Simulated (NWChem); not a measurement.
C3H5FSi; SMILES CC#C[SiH2]F

```xyz
10

C      3.0657     0.2679    -0.0824
C      1.6193     0.1597     0.0629
C      0.4111     0.0687     0.1821
Si    -1.3844    -0.0578     0.3822
F     -2.0725    -0.3906    -1.0413
H      3.3290     0.9153    -0.9274
H      3.5195     0.6940     0.8205
H      3.5202    -0.7148    -0.2556
H     -1.7177    -1.1545     1.3237
H     -1.9347     1.2298     0.8717
```
Atoms are numbered in this order, from 1.

All runs: NWChem. Pople sets run with spherical d functions. STO-3G and 3-21G are far too small for this property and stand as cheap habits. Coordinates come from a B3LYP/6-31G* (spherical d) optimisation. GIAO values for the isolated, static molecule; σ is the absolute isotropic shielding, δ = σ(reference) − σ with the isolated reference molecule computed at the same levels (13C: tetramethylsilane, 19F: trichlorofluoromethane, 1H: tetramethylsilane, 29Si: tetramethylsilane).

```tsv
level	δ C1 (ppm)	δ C2 (ppm)	δ C3 (ppm)	δ Si4 (ppm)	δ F5 (ppm)	δ H6 (rotor mean) (ppm)	δ H9 (ppm)
KT2/pcSseg-1	7.0	107.2	75.5	-35.7	-251.4	2.08	5.24
B3LYP/6-31G*	5.2	101.1	71.4	-18.2	-198.1	1.75	5.24
LDA (Slater exchange, VWN5)/pcSseg-1	(withheld)	(withheld)	(withheld)	(withheld)	-251.9	(withheld)	(withheld)
Hartree-Fock/STO-3G	16.2	93.8	73.5	-43.3	-216.3	1.32	2.25
```

Q: Some entries are withheld; supply them.

A: 
- LDA (Slater exchange, VWN5)/pcSseg-1, δ C1 (ppm): 4.5
- LDA (Slater exchange, VWN5)/pcSseg-1, δ C2 (ppm): 120.3
- LDA (Slater exchange, VWN5)/pcSseg-1, δ C3 (ppm): 87.3
- LDA (Slater exchange, VWN5)/pcSseg-1, δ Si4 (ppm): -28.8
- LDA (Slater exchange, VWN5)/pcSseg-1, δ H6 (rotor mean) (ppm): 1.99
- LDA (Slater exchange, VWN5)/pcSseg-1, δ H9 (ppm): 5.57
